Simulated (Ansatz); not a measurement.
Ansatz results at the PBE0-D4/def2-TZVP geometry: LUMO energy (PBE0/def2-TZVPP) -1.05 eV; HOMO–LUMO gap (PBE/def2-TZVPP) 3.23 eV; HOMO energy (B3LYP/def2-TZVPP) -5.96 eV.

Each molecule was computed in one conformer, which needn't be the lowest.

Task: Which molecule gave them?
A. `N[AsH]O`
B. `C[CH](N)[GaH2]`
C. `B[SiH](B)F`
D. `BCBr`

Result: B. The others give `N[AsH]O`: 0.01, 5.27, -7.15; `B[SiH](B)F`: -3.04, 2.83, -7.83; `BCBr`: -1.02, 5.22, -8.27.

B3LYP here is the variant with VWN-RPA as its local correlation; programs differ in this.
